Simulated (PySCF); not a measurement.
Several orderings of computed values.

Each SMILES stands for a single optimised conformer of the isolated species, non-relativistic unless stated. Electronic properties by PySCF.

The conformers computed, where there is a choice (atom-mapped SMILES and torsion angles):
- `[CH2:1]=[CH:2][O:3][SiH2:4][S:5][SiH3:6]`: C1–C2–O3–Si4 -2°, C2–O3–Si4–S5 178°, O3–Si4–S5–Si6 180°
- `[CH2:1]=[C:2]([F:3])/[CH:4]=[CH:5]/[F:6]`: C1–C2–C4–C5 180°
- `[CH2:1]=[C:2]=[CH:3][CH:4]([F:5])[F:6]`: C2–C3–C4–F5 -121°
- `[F:1][CH:2]([F:3])[CH2:4][Cl:5]`: F1–C2–C4–Cl5 78°

**Question.** Rank by lowest singlet excitation, highest first (TDDFT PBE0/def2-SVPD at GFN2-xTB geometries).
A. `C=C=CC(F)F` (C4H4F2)
B. `FC(F)CCl` (C2H3ClF2)
C. `N=O` (HNO)
D. `C=C(F)/C=C/F` (C4H4F2)
E. `[SiH2](OC=C)S[SiH3]` (C2H8OSSi2)

**Answer.** B (7.37 eV), A (6.02 eV), D (5.87 eV), E (5.74 eV), C (1.42 eV).

**Question.** Rank by lowest triplet excitation (Tamm–Dancoff), highest first (TDA PBE0/def2-SVPD at GFN2-xTB geometries).
A. `C=CO[SiH2]S[SiH3]` (C2H8OSSi2)
B. `FC(F)CCl` (C2H3ClF2)
C. `C=C=CC(F)F` (C4H4F2)
D. `N=O` (HNO)
E. `C=C(F)/C=C/F` (C4H4F2)

**Answer.** B (6.61 eV), C (4.63 eV), A (4.42 eV), E (3.19 eV), D (0.34 eV).

**Question.** Give the two extremes of that set in kJ/mol.

**Answer.** `N=O` (nitroxyl): 33 kJ/mol; `FC(F)CCl`: 638 kJ/mol.

**Question.** Rank by HOMO energy, highest first (PBE0/def2-SVPD at GFN2-xTB geometries).
A. `FC(F)CCl`
B. `C=CO[SiH2]S[SiH3]`
C. `C=C(F)/C=C/F`
D. `C=C=CC(F)F`

**Answer.** C (-7.07 eV), B (-7.25 eV), D (-8.38 eV), A (-9.10 eV).

**Question.** Rank by electronic spatial extent ⟨r²⟩ about the centre of nuclear charge, highest first (PBE0/def2-SVPD at GFN2-xTB geometries).
A. `C=C=CC(F)F` (C4H4F2)
B. `C=CO[SiH2]S[SiH3]` (C2H8OSSi2)
C. `N=O` (HNO)
D. `FC(F)CCl` (C2H3ClF2)

**Answer.** B (1612 bohr²), A (674 bohr²), D (584 bohr²), C (51 bohr²).

**Question.** Rank by static isotropic polarisability, lowest first (PBE0/def2-SVPD at GFN2-xTB geometries).
A. `C=C(F)/C=C/F` (C4H4F2)
B. `N=O` (HNO)
C. `C=CO[SiH2]S[SiH3]` (C2H8OSSi2)
D. `C=C=CC(F)F` (C4H4F2)
E. `FC(F)CCl` (C2H3ClF2)

**Answer.** B (14.3 au), E (41.8 au), D (53.0 au), A (54.8 au), C (101.9 au).

**Question.** Rank by dipole moment, highest first (PBE0/def2-SVPD at GFN2-xTB geometries).
A. `N=O` (HNO)
B. `O(C=C)[SiH2]S[SiH3]` (C2H8OSSi2)
C. `C=C=CC(F)F` (C4H4F2)
D. `C=C(F)/C=C/F` (C4H4F2)

**Answer.** C (2.81 D), A (1.76 D), B (1.44 D), D (1.14 D).
